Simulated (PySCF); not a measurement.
Compound: C6H10P2Si.
SMILES with atom numbers: `[PH2:1][SiH:2]([PH2:3])[c:4]1[cH:5][cH:6][cH:7][cH:8][cH:9]1` (hydrogens: H10, H11 on P1; H12 on Si2; H13, H14 on P3; H15 on C5; H16 on C6; H17 on C7; H18 on C8; H19 on C9)

The calculation used PBE0-D3(BJ)/def2-SVP geometry optimisation, gas phase in PySCF 2.14.0.

List the bond lengths, angles and torsions at this level.

```tsv
bond	length (bohr)	order
P1–Si2, Si2–P3	4.288	single
Si2–C4	3.555	single
C4–C5, C4–C9	2.652	aromatic
C5–C6, C8–C9	2.633	aromatic
C6–C7, C7–C8	2.635	aromatic
P1–H10 and 3 like bonds	2.702	single
Si2–H12	2.828	single
C5–H15, C9–H19	2.068	single
C6–H16, C8–H18	2.065	single
C7–H17	2.065	single
```

Bonds in one row agree within 0.02 bohr and their mean is given. Orders are formal, as drawn. A selection of angles:
```tsv
angle	degrees
Si2–P1–H10	93.0
H10–P1–H11	93.7
P1–Si2–P3	110.1
P1–Si2–C4	108.7
P1–Si2–H12	107.4
P3–Si2–C4	113.6
P3–Si2–H12	106.2
C4–Si2–H12	110.7
Si2–P3–H13	94.7
Si2–C4–C5	121.5
Si2–C4–C9	120.3
C5–C4–C9	118.2
C4–C5–C6	121.0
C4–C5–H15	120.0
C6–C5–H15	119.0
C5–C6–C7	120.0
C5–C6–H16	119.8
C7–C6–H16	120.2
C6–C7–C8	119.8
C6–C7–H17	120.1
```

Dihedral angles: P1–Si2–C4–C5 -4° (synperiplanar). The mirror-image conformer, all signs reversed, is as good.

Of the pairs four or more bonds apart, P1···H15 is among the closest relative to their van der Waals radii: 2.83 Å, 94 % of the sum of Bondi's values. Si2 (SiH silicon) is distorted tetrahedral (angles from 106.2° to 113.6°). The 6-membered ring C4–C5–C6–C7–C8–C9 has internal angles of 118.2° to 121.1°; it is planar, 0.00 Å rms from its mean plane, widest ring torsion 0°. P1 (three-coordinate phosphorus) is pyramidal (angles 93.7°, 93.7° and 93.0°, sum 280.4°, 0.87 Å off the plane of its three neighbours).

Point group: C1 (no symmetry element, even within 0.4 Å). Stationary, but not proved a minimum. One conformer, not necessarily the lowest (H–P1–Si2–P3 -50° and 44°, P1–Si2–P3–H -174° and -80°, P1–Si2–C4–C5 -4°).

The run took about 8 min of CPU time (one thread, shared machine). That covers the optimisation of the geometry.
